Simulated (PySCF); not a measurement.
## Electron correlation in C⁺ (carbon, charge +1)

[He] 2s2 2p1, 2P determinant. All numbers are calculated (PySCF 2.14, no relativity, point nucleus, in dyall-av3z (15s9p3d2f, 71 functions)). Frozen: 1s2; 3 electrons correlated; the 14 highest virtual orbitals of each spin left out.

MP2 pair energies summed by pair of shells (mhartree):

| pair | energy | share (%) |
| --- | --- | --- |
| 2s-2s | -30.38 | 57.3 |
| 2s-2p | -22.63 | 42.7 |

Total MP2 correlation energy: -53.01 mhartree.

Same-spin part -3.65 and opposite-spin part -49.36 mhartree; SCS-MP2 scales them by 1/3 and 6/5 to -60.45 mhartree.
